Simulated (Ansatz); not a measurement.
Born–Oppenheimer molecular dynamics of CH₃BF₂OS (9 atoms, charge 0, multiplicity 1). It goes on from the last frame of an earlier run, with new velocities.

Theory: RKS PBE/STO-3G in Ansatz.

| Quantity | Value |
| --- | --- |
| ensemble | NVT, Langevin thermostat |
| time step | 0.25 fs |
| steps asked | 266 |
| set temperature | 300 K |
| friction | 0.005 /fs |
| seed | 329788 |

First frame:

```xyz
9
Properties=species:S:1:pos:R:3
O 1.785 -0.307 -0.029
B 0.636 -1.016 -0.202
F 0.658 -2.325 -0.090
C -0.703 -0.110 -0.295
F -1.327 -0.284 -1.517
S -0.297 1.774 -0.003
H 1.453 0.704 0.038
H -1.427 -0.393 0.482
H -0.340 1.569 1.348
```

How far do the bonds stretch over the last three quarters of this one trajectory? (Pairs bonded in most of those frames.)


```
 bond  mean (Å)  spread (Å)  shortest  longest
O1–B2     1.369       0.015      1.35     1.40
O1–H7     1.080       0.013      1.06     1.11
B2–F3     1.334       0.018      1.30     1.36
B2–C4     1.681       0.036      1.62     1.73
C4–F5     1.402       0.023      1.37     1.44
C4–S6     1.917       0.023      1.88     1.98
C4–H8     1.134       0.036      1.08     1.19
S6–H9     1.374       0.017      1.34     1.41
```

Mean temperature of the second half: 257 K. The mean temperature of the second half is 14 % below the set value. A run of 0.067 ps of so small a system gives no equilibrium averages. Limits of this set-up: minimal basis.

Run time: 2.7 min on 1 thread of AMD EPYC 9R45 96-Core Processor (Zen 5), on a shared host, peak memory 0.1 GiB.
